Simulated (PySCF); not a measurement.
C₃H₅AlClF.
Cartesian coordinates in Å at the PBE0-D3(BJ)/def2-SVP level; atoms count from 1:
```xyz
11
C3H5AlClF angstrom
C     -1.9638    0.0274   -0.3146
C     -0.5231   -0.1974   -0.6117
C      0.5331    0.0188    0.1741
Cl     0.2954    0.6631    1.8553
Al     2.4533   -0.0792    0.3597
F      3.3645    1.2124   -0.1675
H     -2.5390   -0.9015   -0.4586
H     -2.1163    0.3808    0.7137
H     -2.3884    0.7725   -1.0075
H     -0.2767   -0.5879   -1.6080
H      3.2113   -1.2892    1.0192
```

Computed, not measured: PBE0-D3(BJ)/def2-SVP geometry optimisation, gas phase (PySCF 2.14.0).

**Question.** Which atoms are bound to Al5, and at what distances?

**Answer.** 3 atoms: H11 1.573 Å, F6 1.666 Å, C3 1.932 Å. The nearest atom not counted as bound is Cl4, at 2.73 Å.

**Question.** List the angles at Al5.

**Answer.** 
```tsv
angle	degrees	distance of the outer atoms (Å)
C3–Al5–H11	123.9	3.10
C3–Al5–F6	118.3	3.09
F6–Al5–H11	117.7	2.77
```

**Question.** What is the shape at Al5?

**Answer.** Planar: angles 123.9°, 118.3° and 117.7°, sum 360.0°, 0.02 Å off the plane of its three neighbours.

**Question.** What are the other bond lengths?

**Answer.** C1–C2 1.488 Å; C2=C3 1.334 Å; C3–Cl4 1.816 Å; C1–H7, C1–H8, C1–H9 1.101 Å; C2–H10 1.098 Å.

**Question.** Give some angles away from the centre.

**Answer.** C1–C2–C3 128.6°, C2–C3–Cl4 119.9°, C2–C3–Al5 146.7°, Cl4–C3–Al5 93.4°.

**Question.** What are the rotational constants (commonest isotopes, rigid rotor)?

**Answer.** A = 3747, B = 1311, C = 1074 MHz: an asymmetric top.

Point group: C1 (no symmetry element, even within 0.4 Å). Charge 0, singlet. No PBE0-D3(BJ)/def2-SVP frequencies stand behind this structure, so it isn't proved a minimum.

One conformer stands for the species.
